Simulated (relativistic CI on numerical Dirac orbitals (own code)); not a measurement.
Ni2+ in a cubic cluster: 2p photoemission with charge transfer

Computed with a charge-transfer multiplet model of a cubic metal-ligand cluster with up to 2 ligand holes, Slater and spin-orbit integrals from Dirac-Coulomb-Breit ions, Slater integrals scaled by 0.7. The parameters are those of a tetrahedral site (10Dq negative, t2 hopping the larger). The ground state mixes d8 with configurations of k ligand holes L, whose averages lie at kΔ + k(k − 1)U_dd/2; a core hole lowers each added d electron by U_cd. 20 K, Lorentzian 0.6 eV and Gaussian 0.8 eV FWHM.

Atomic integrals in eV (Slater integrals scaled, ζ unscaled), ground: F2dd 8.519, F4dd 5.287, zeta_d 0.080; with the core hole: F2dd 9.781, F4dd 6.109, zeta_d 0.114, zeta_core 11.406, F2cd 5.866, G1cd 4.475, G3cd 2.546.

Cluster parameters (eV): Δ = 5.5, U_cd = 8.9, 10Dq = -0.5, 10Dq(ligand) = 0, V(eg) = 1.45, V(t2g) = -2.46, final-state hopping factor = 1.

| Case | n_d | d8 | d9L | d10L2 | S |
| --- | --- | --- | --- | --- | --- |
| U_dd = 6.3 eV | 8.17 | 0.83 | 0.16 | 0.00 | 1.00 |
| U_dd = 7.7 eV | 8.17 | 0.83 | 0.16 | 0.00 | 1.00 |
| U_dd = 8.4 eV | 8.17 | 0.83 | 0.16 | 0.00 | 1.00 |
| U_dd = 9.1 eV | 8.17 | 0.83 | 0.16 | 0.00 | 1.00 |
| U_dd = 9.8 eV | 8.17 | 0.83 | 0.16 | 0.00 | 1.00 |

Weights, n_d and S are thermal averages at 20 K. Binding energies count from the first peak over 30 % of the highest in each spectrum, which can be another peak from case to case. The parameters are a model scan and need not match a compound or its usual spin state. Peaks in eV (height, largest 100):
- U_dd = 6.3 eV: 0.0 (100), 6.3 (42), 11.8 (9), 18.1 (60), 24.5 (39), 28.3 (7)
- U_dd = 7.7 eV: 0.0 (100), 6.5 (36), 8.9 (18), 12.1 (7), 18.2 (62), 24.9 (37)
- U_dd = 8.4 eV: 0.0 (100), 6.5 (34), 9.2 (18), 12.3 (6), 18.2 (62), 25.1 (36)
- U_dd = 9.1 eV: 0.0 (100), 4.6 (10), 6.5 (32), 7.6 (27), 9.4 (18), 18.1 (63), 25.1 (36)
- U_dd = 9.8 eV: 0.0 (100), 4.5 (10), 6.6 (30), 7.7 (26), 9.6 (18), 18.2 (63), 25.3 (35)

Curve for U_dd = 7.7 eV (points under 2 left out, the grid thinned):

```tsv
E (eV)	Intensity
-3.1	2.0
-2.4	3.3
-1.7	6.4
-1.0	20.6
-0.4	70.8
0.3	91.2
1.0	49.8
1.7	37.2
2.4	18.4
3.1	8.1
3.8	7.5
4.5	9.1
5.1	10.6
5.8	20.2
6.5	36.1
7.2	31.1
7.9	26.5
8.6	17.8
9.3	14.8
9.9	6.4
10.6	3.6
11.3	5.0
12.0	6.9
12.7	5.3
13.4	2.3
16.1	2.9
16.7	5.9
17.4	23.8
18.1	61.3
18.8	34.3
19.5	11.5
20.2	5.6
20.9	3.2
21.5	3.3
22.2	2.3
22.9	2.3
23.6	4.7
24.3	18.5
25.0	37.1
25.7	13.6
26.4	4.5
27.0	2.4
28.2	2.9
28.9	4.4
29.6	2.1
```

For the case U_dd = 7.7 eV, Δ = 5.5 eV is smaller than U_dd = 7.7 eV, the charge-transfer side of the Zaanen-Sawatzky-Allen scheme. With the core hole the average of the configuration with one ligand hole lies at Δ − U_cd = -3.4 eV before mixing: the effective hopping of about 3.3 eV (from the holes of the mixed ground state) is comparable with this gap or larger, so the configurations mix strongly.
